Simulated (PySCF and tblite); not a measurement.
C₈H₁₃NO, numbered as in [CH2:1]=[CH:2][CH2:3]/[CH:4]=[CH:5]/[N:6]([CH3:7])[C:8]([CH3:9])=[O:10].

Conformers came from 200 starts (ETKDG, MMFF94s, GFN2-xTB); geometries are GFN2-xTB. Weights use PBE0-D3(BJ)/6-31G* energies plus GFN2-xTB zero-point and thermal terms (modes under about 100 cm⁻¹ blended into free rotors). Symmetry numbers and mirror images are counted. Conformers within 3 kcal/mol (GFN2-xTB free energy) were kept, 10 at most. GIAO shieldings: PBE0/6-31G*. Shifts are against TMS (¹H), TMS (¹³C), NH3 (¹⁵N) at the same level. Run with PySCF (density fitting) and tblite.

Torsions listed: C1–C2–C3–C4, C2–C3–C4–C5, C4–C5–N6–C7, C7–N6–C8–O10. Of a mirror pair one member is shown.

```tsv
conformer	shape	symmetry	E(GFN2) kcal/mol	E(DFT) kcal/mol
1	117°, -18°, 0°, 0°	C1 (pair)	0.38	0.00
2	12°, -114°, -1°, 0°	C1 (pair)	0.41	0.12
3	-117°, -114°, -2°, 0°	C1 (pair)	0.00	0.17
4	-117°, -113°, -3°, 180°	C1 (pair)	1.32	1.02
5	14°, -116°, -2°, 180°	C1 (pair)	1.85	1.08
```

Not shown: 5 more, 12.0 % in all.

How much do the weights at 298.15 K and the averaged shift of C1 depend on how the conformers are weighted?


```tsv
weighting	1 (%)	2 (%)	3 (%)	4 (%)	5 (%)	δ (ppm)	rms dipole (D)
DFT energy with thermal terms, symmetry and mirror images (full scheme)	23	19	18	15	13	111.2	3.06
DFT energy with symmetry and mirror images	31	25	23	6	5	111.5	2.90
bare DFT energy	31	25	23	6	5	111.5	2.90
GFN2-xTB energy with symmetry and mirror images	16	16	31	3	1	110.6	2.79
GFN2-xTB free energy	13	13	26	10	4	110.5	2.92
leading conformer alone	100	0	0	0	0	113.9	2.90
equal weights	10	10	10	10	10	110.9	3.21
full scheme, search stopped after three starts	0	0	0	0	0	109.4	3.69
```

The largest departure from the full scheme, 2.6 ppm, comes with: leading conformer alone.

Rotation about the C–N or B–N bond may be slow on the NMR time scale, and the averages treat it as fast. For its torsions the set is small; conformers may be missing.


¹⁵N shifts are against a computed isolated NH3 molecule, about 20 ppm from the liquid.